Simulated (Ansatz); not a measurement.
# Nudged elastic band run: AlBrCl₃H

Input file:

```yaml
crystal:
  periodic: [false, false, false]
  atoms:
    - { symbol: Al, position_ang: [-0.092371, 0.443057, -0.52129] }
    - { symbol: Br, position_ang: [1.829579, -0.852359, -0.588133] }
    - { symbol: Cl, position_ang: [-1.651272, -0.11186, -1.821606] }
    - { symbol: Cl, position_ang: [0.146588, 2.457927, 0.037125] }
    - { symbol: H, position_ang: [0.466677, -1.239804, 1.256503] }
    - { symbol: Cl, position_ang: [-0.699301, -0.696862, 1.637301] }
basis:
  gaussian: { orbitals: def2-SVP }
hamiltonian:
  xc: pbe
  dispersion: d4
neb:
  order_check: false
  images: 1
  f_tol: 0.05
  max_iterations: 60
  climbing: false
  final_atoms:
    - { symbol: Al, position_ang: [-0.49971503, 0.49136207, -0.19563414] }
    - { symbol: Br, position_ang: [1.75346979, -0.97222272, -0.35215606] }
    - { symbol: Cl, position_ang: [-1.55771667, -0.10833791, -1.91447211] }
    - { symbol: Cl, position_ang: [0.23876986, 2.45817235, -0.05529182] }
    - { symbol: H, position_ang: [1.05073849, -1.36598393, 0.87099847] }
    - { symbol: Cl, position_ang: [-0.98564644, -0.50289086, 1.64645565] }
  initial_path:
    images:
      - { positions_ang: [[-0.092371, 0.443057, -0.52129], [1.829579, -0.852359, -0.588133], [-1.651272, -0.11186, -1.821606], [0.146588, 2.457927, 0.037125], [0.466677, -1.239804, 1.256503], [-0.699301, -0.696862, 1.637301]] }
      - { positions_ang: [[-0.39596773, 0.6193097, -0.48413009], [1.91538982, -0.98693295, -0.53711454], [-1.58440253, -0.26579118, -1.84463498], [0.28225773, 2.40861111, 0.13826777], [0.64663948, -1.12099728, 0.98926235], [-0.86401676, -0.6541004, 1.73824949]] }
      - { positions_ang: [[-0.49971503, 0.49136207, -0.19563414], [1.75346979, -0.97222272, -0.35215606], [-1.55771667, -0.10833791, -1.91447211], [0.23876986, 2.45817235, -0.05529182], [1.05073849, -1.36598393, 0.87099847], [-0.98564644, -0.50289086, 1.64645565]] }
```

Launched with:

```bash
$ ansatz run input.yaml --threads 2 --pin off --max-ram 3072MiB --backend cpu --events-out ev --progress --plain --runs-dir out
```

Output, in part (warnings, iteration lines, the closing report on the highest movable image, with atoms numbered from 0):

```
NEB end point (image 0): max|allowed force component| = 9.485e-3 eV/Å (the criterion of neb.relax_end_points is 1.000e-2)
NEB end point (image 2): max|allowed force component| = 2.051e-2 eV/Å (the criterion of neb.relax_end_points is 1.000e-2)
NEB iter   1: max|band force component| = 2.284e0 eV/Å  barrier→ = 1.1991 eV  barrier← = 1.1824 eV  Δτ_max = 0.1977 Å  (71 SCF iters)
NEB iter   2: max|band force component| = 1.510e0 eV/Å  barrier→ = 0.4412 eV  barrier← = 0.4244 eV  Δτ_max = 0.1988 Å  (33 SCF iters)
NEB iter   3: max|band force component| = 1.526e0 eV/Å  barrier→ = 0.2214 eV  barrier← = 0.2046 eV  Δτ_max = 0.0980 Å  (29 SCF iters)
NEB iter   4: max|band force component| = 3.034e-1 eV/Å  barrier→ = 0.0756 eV  barrier← = 0.0589 eV  Δτ_max = 0.0547 Å  (26 SCF iters)
NEB iter   5: max|band force component| = 7.242e-2 eV/Å  barrier→ = 0.0620 eV  barrier← = 0.0452 eV  Δτ_max = 0.0118 Å  (23 SCF iters)
NEB iter   6: max|band force component| = 1.356e-2 eV/Å  barrier→ = 0.0611 eV  barrier← = 0.0443 eV  Δτ_max = 0.0000 Å  (48 SCF iters)
Total energy: -114181.71120092 eV, -4196.1004914903 hartree
Atom 0 at    -0.297146     0.440279    -0.319823 Å, force    -0.003891    -0.004961     0.012390 eV/Å
Atom 1 at     1.749591    -0.961069    -0.361297 Å, force    -0.006785     0.001498     0.006440 eV/Å
Atom 2 at    -1.604499    -0.122101    -1.865816 Å, force    -0.006661    -0.005271    -0.013554 eV/Å
Atom 3 at     0.196437     2.455779     0.011696 Å, force     0.007737     0.013568    -0.000422 eV/Å
Atom 4 at     0.691324    -1.151444     0.918885 Å, force     0.000433    -0.000499    -0.000976 eV/Å
Atom 5 at    -0.735806    -0.661345     1.616255 Å, force     0.009167    -0.004334    -0.003878 eV/Å
Dipole moment:     0.248976    -0.311854     0.189111 e Å
```

The forces met the threshold. No image climbed, so the highest image needn't sit at the top of the path. So few images can step over the top or miss a turn of the path. The orbitals stay closed-shell, which can raise the energy where a bond breaks towards radicals; this wasn't checked here.

Final band (atoms are numbered from 1 in the order of the input):

| image | path coordinate (Å) | energy (eV) | H5–Cl6 (Å) | Br2–H5 (Å) |
| --- | --- | --- | --- | --- |
| 0 | 0.00 | 0.000 | 1.34 | 2.33 |
| 1 | 0.58 | 0.061 | 1.66 | 1.67 |
| 2 | 1.16 | 0.017 | 2.34 | 1.46 |

The run took 15 s on 2 threads of Intel(R) Xeon(R) Platinum 8488C (Sapphire Rapids) (shared host), peak memory 0.18 GiB.
